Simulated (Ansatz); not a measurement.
```yaml
crystal:
  periodic: [false, false, false]
  atoms:
    - {symbol: O, position_ang: [-2.091127, 0.770236, -1.432681]}
    - {symbol: Ga, position_ang: [-1.201869, 1.546423, -0.050997]}
    - {symbol: C, position_ang: [1.296066, -0.574460, 0.807847]}
    - {symbol: O, position_ang: [0.439542, -0.612035, -0.032567]}
    - {symbol: H, position_ang: [-1.797768, -0.082787, -1.760136]}
    - {symbol: H, position_ang: [1.388474, 0.279147, 1.504515]}
    - {symbol: H, position_ang: [2.027983, -1.394424, 0.918218]}
basis:
  gaussian: {orbitals: cc-pVDZ, final_grid: {core_spheres: 8, valence_spheres: 7, degree: 23}}
hamiltonian: {xc: {name: HF}}
correlation: {method: mp2, frozen_orbitals: {O: 0}}
accuracy: high
```

```sh
$ ansatz run in.yaml --threads 2 --pin off --events-out ev --progress --plain --max-ram 4352MiB
```

How does Ansatz answer? (An estimate is asked.)

The calculation gave: The program refused the input.
```
Functional definition: HF
Error: "frozen_orbitals" has no count for Ga
```
